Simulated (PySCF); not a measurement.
Structure with atom numbers: `[SiH3:1][C@H:2]([Cl:3])[SiH2:4][c:5]1[cH:6][cH:7][cH:8][o:9]1` (H(Xn): hydrogen on atom n). Ha(Si4) is pro-R; Hb(Si4) is pro-S.

How the numbers were obtained: GFN2-xTB geometry, σ from GIAO-PBE0/pcSseg-1, in PySCF 2.14 (single conformer, rapidly exchanging positions averaged, relativity neglected, no solvent).

δ = σ(ref) − σ, references computed at the same level: 13C (σ = 186.93 ppm), 1H (σ = 31.72 ppm), 29Si (σ = 349.16 ppm) against TMS; HCl for 35Cl (σ = 949.78 ppm); H2O for 17O (σ = 336.08 ppm).

```json
{"atoms": "H(C2)", "nucleus": "1H", "count": "1", "δ (ppm)": "3.34"}
{"atoms": "Ha(Si4)", "nucleus": "1H", "count": "1", "δ (ppm)": "4.65"}
{"atoms": "H(C8)", "nucleus": "1H", "count": "1", "δ (ppm)": "7.82"}
{"atoms": "Si1", "nucleus": "29Si", "count": "1", "δ (ppm)": "?"}
{"atoms": "C5", "nucleus": "13C", "count": "1", "δ (ppm)": "153.7"}
{"atoms": "C2", "nucleus": "13C", "count": "1", "δ (ppm)": "25.1"}
{"atoms": "Hb(Si4)", "nucleus": "1H", "count": "1", "δ (ppm)": "?"}
{"atoms": "H(C7)", "nucleus": "1H", "count": "1", "δ (ppm)": "6.75"}
{"atoms": "C6", "nucleus": "13C", "count": "1", "δ (ppm)": "130.1"}
{"atoms": "H(Si1)", "nucleus": "1H", "count": "3", "δ (ppm)": "3.92"}
{"atoms": "Cl3", "nucleus": "35Cl", "count": "1", "δ (ppm)": "?"}
{"atoms": "Si4", "nucleus": "29Si", "count": "1", "δ (ppm)": "?"}
{"atoms": "C8", "nucleus": "13C", "count": "1", "δ (ppm)": "153.5"}
{"atoms": "H(C6)", "nucleus": "1H", "count": "1", "δ (ppm)": "7.12"}
{"atoms": "C7", "nucleus": "13C", "count": "1", "δ (ppm)": "?"}
{"atoms": "O9", "nucleus": "17O", "count": "1", "δ (ppm)": "318.6"}
```

Task: Fill in the missing shifts.

Result: 
- C7: 117.3 ppm, aromatic CH
- Hb(Si4): 5.05 ppm, hydrogen on a silicon bonded to 2 C
- Si4: -51.5 ppm, silicon bonded to 2 C, 2 H
- Si1: -63.1 ppm, silicon bonded to C, 3 H
- Cl3: 52 ppm, chlorine bonded to C

Carbons that carry Cl, above all several Cl atoms, come out too deshielded, partly because spin–orbit coupling is missing. Shifts are as computed. Against solution values, carbons near 30 ppm lie about +3 ppm off and those near 130 ppm about +5 ppm; carbons on Cl a further +6 ppm. Of 1211 compounds with measured shifts, 218 miss one by over three times the rms of a fit or turn the order of signals round; such compounds aren't used in these exercises. Unscaled 17O shifts of doubly bonded oxygen tend to come out too high, by tens of ppm or more. Experimental scales use liquid or dissolved standards, which lie at an offset from isolated H2O (liquid H2O: subtract about 36 ppm).
